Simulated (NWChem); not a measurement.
C₂H₇BO; SMILES O(BC)C

```xyz
11

B     -0.4474     0.5334    -0.0002
H     -1.6496     0.3225     0.0005
C      0.1372     1.9854    -0.0001
H     -0.2326     2.5410     0.8790
H     -0.2345     2.5428    -0.8772
H      1.2364     2.0121    -0.0011
O      0.3876    -0.5243     0.0000
C     -0.0539    -1.8562     0.0000
H      0.3317    -2.3710    -0.8940
H      0.3400    -2.3735     0.8887
H     -1.1549    -1.9217     0.0050
```
Atoms are numbered in this order, from 1.

Computed with NWChem. Medium grid unless said otherwise, to which SCAN and Minnesota functionals are sensitive. All runs use the structure optimised with PBE0/def2-SVP.

For level M06-2X/def2-SVP:

| Item | Value |
|---|---|
| highest occupied level (eV) | -9.63 |
| orbital gap (eV) | 11.09 |

Task: Estimate the same quantities for level PBE/def2-SVP.

Result: 
- highest occupied level (eV) = -6.72
- orbital gap (eV) = 6.16
